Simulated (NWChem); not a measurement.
C2H4BNO2; SMILES CB(O)N=C=O

```xyz
10

B     -0.1692     0.9562    -0.0045
C      1.0622     1.9381     0.0012
H      1.7349     1.7086    -0.8409
H      1.6579     1.7824     0.9161
H      0.7930     3.0039    -0.0532
N      0.0507    -0.4596     0.0013
C      0.1605    -1.6478     0.0059
O      0.2880    -2.8101     0.0105
O     -1.4646     1.3570    -0.0099
H     -1.5518     2.3148    -0.0137
```
Atoms are numbered in this order, from 1.

Level: PBE0/def2-SVP (NWChem), optimised geometry, unscaled harmonic frequencies. 

| frequency (cm⁻¹) | IR intensity (km/mol) |
|---|---|
| 31 | 1.1 |
| 82 | 0.0 |
| 97 | 2.3 |
| 318 | 4.1 |
| 447 | 8.1 |
| 470 | 9.6 |
| 597 | 89.5 |
| 604 | 30.9 |
| 636 | 23.2 |
| 660 | 17.6 |
| 849 | 7.4 |
| 890 | 54.8 |
| 958 | 187.9 |
| 1204 | 174.9 |
| 1313 | 126.8 |
| 1384 | 298.4 |
| 1430 | 5.6 |
| 1453 | 50.4 |
| 1637 | 134.7 |
| 2512 | 1619.4 |
| 3055 | 1.0 |
| 3145 | 2.3 |
| 3159 | 14.5 |
| 3924 | 96.7 |

```yaml
zero_point_energy: 44.1 kcal/mol
thermal correction to the enthalpy at 298.15 K (with zero-point energy): 49.0 kcal/mol
heat capacity Cv: 22.3 cal/(mol K)
entropy at 298.15 K and 1 atm (symmetry number 1): 84.3 cal/(mol K)
dipole_moment: 3.61 D
```

Rigid rotor and harmonic oscillator; modes under 100 cm⁻¹ make the entropy uncertain.
